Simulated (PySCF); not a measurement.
Correlation energy of Pd²⁵⁺ (palladium, charge +25)

[Ar] 3d3, high-spin 4F determinant. Calculation: PySCF 2.14, in an even-tempered Gaussian basis (19 s from 2.9 bohr⁻², ratio 2.5; 12 p from 3.8 bohr⁻², ratio 2.5; 8 d from 3.8 bohr⁻², ratio 2.5; 4 f from 15 bohr⁻², ratio 2.7; 3 g from 22 bohr⁻², ratio 2.7); scalar relativity by spin-free X2C-1e. Frozen: [Ne]; 11 electrons correlated; the 31 highest virtual orbitals of each spin left out.

MP2 pair energies summed by pair of shells (mhartree):

```tsv
pair	energy	share (%)
3p-3p	-183.33	41.6
3p-3d	-151.56	34.4
3s-3p	-50.66	11.5
3s-3d	-25.95	5.9
3d-3d	-19.69	4.5
3s-3s	-9.20	2.1
```

Total MP2 correlation energy: -440.39 mhartree.

At this charge the one-electron X2C treatment keeps the bare 1/r₁₂, with no two-electron picture change or Breit term. The effect here is smaller than on the frozen 1s shell; and a scalar Hamiltonian misses the large spin-orbit splitting of the p shells, which matters for ns² → np² pairs.
